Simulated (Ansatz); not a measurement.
Gas-phase electronic energies from Ansatz, PBE0-D4/def2-TZVP geometries. CCSD(T)/CBS adds triple-zeta CCSD(T) − MP2 to the extrapolated MP2 energy (def2 sets, frozen cores). This one scheme is used for every species. DFT in def2-TZVPP. One conformer a species, not always the lowest.

Consider the ligand exchange at the Si–N bond: `CN[SiH](Cl)OC` + CH₃SH → `CO[SiH](Cl)SC` + CH₃NH₂.

CCSD(T)/CBS gives +0.09 eV.

Task: Another level gave +0.12 eV. Which?
A. HF/def2-TZVPP
B. PBE-D4/def2-TZVPP
C. CCSD(T)/def2-TZVPP
D. PBE0/def2-TZVPP

Result: C. CCSD(T)/def2-TZVPP 0.12, PBE0 0.06, HF/def2-TZVPP 0.23, PBE-D4 0.01 eV.

Largest T1 diagnostic among the species: 0.011.

In def2-TZVPP, CCSD(T) changes the Hartree–Fock value by −0.10 eV (the triples alone add −0.03 eV) and MP2 by −0.14 eV. The D4 term adds −0.03 eV with B3LYP and −0.02 eV with PBE0; it sums over pairs of atoms, weighted by their polarisabilities, and B3LYP, whose exchange is more repulsive, gets the larger term. From PBE to PBE0 (25 % exact exchange), in def2-TZVPP and without D4, ΔE moves by +0.03 eV.

B3LYP here is the variant with VWN-RPA as its local correlation; programs differ in this.
